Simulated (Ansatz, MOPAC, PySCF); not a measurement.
Dimer: HF (SMILES F) (first 2 atoms) with N2 (SMILES N#N); geometry from B3LYP-D3(BJ)/def2-TZVP, rigid monomers moved along the line of their centres of mass till H2···N4 is 2.84 Å.
(charge 0, multiplicity 1):
```xyz
4

F     -0.3906    -0.2074    -0.6506
H     -0.2831    -0.1725     0.2706
N      0.1737    -0.0271     4.1755
N      0.0470    -0.0670     3.0939
```

Monomers are frozen at their geometry in the pair; levels with a basis set take the counterpoise correction.

The state that PM3, PM6 reach isn't checked.

The values were computed with Ansatz (a program for electronic structure) with Gaussian orbitals; MOPAC for PM3, PM6 (differences of heats of formation); PySCF for the dispersion terms. 

### Question
One of these levels gives -60.3 meV for the interaction energy. Name it.
A) PM3
B) PBE-D3(BJ)/def2-TZVPPD
C) PM6

### Answer
B, PBE-D3(BJ)/def2-TZVPPD. The others give -23.5 (PM3), -43.3 (PM6)
